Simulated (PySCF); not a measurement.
## Electronic structure of As³⁺ (arsenic, charge +3) at the UHF level

Configuration: [Ar] 3d10 4s2, closed-shell 1S. Computed with PySCF 2.14 in x2c-QZVPPall with one added diffuse shell each of s, p, d, f type (12s9p6d5f1g, 113 functions), with the spin-free X2C one-electron Hamiltonian (Gaussian nucleus).

```json
{
  "Total energy": "-2257.070420 hartree",
  "One-electron energy": "-3105.5875 hartree",
  "Hartree (Coulomb) energy": "930.3656 hartree",
  "Exchange energy": "-81.8485 hartree",
  "⟨S²⟩": "0.0000",
  "⟨L²⟩": "0.000",
  "Sum of ⟨r⟩": "16.66 bohr",
  "Sum of ⟨r²⟩": "16.51 bohr²",
  "Langevin diamagnetic susceptibility": "-13.1 ×10⁻⁶ cm³/mol"
}
```

```csv
shell,electrons,mean orbital energy (eV),"rms radius, mean of both spins (bohr)"
1s,2,-11980.1,0.0524
2s,2,-1607.2,0.219
2p,6,-1408.8,0.196
3s,2,-259.91,0.638
3p,6,-196.03,0.667
3d,10,-90.900,0.742
4s,2,-48.090,1.90
```

Densities and radii are taken from the X2C orbitals without a picture-change correction, which distorts them close to the nucleus.
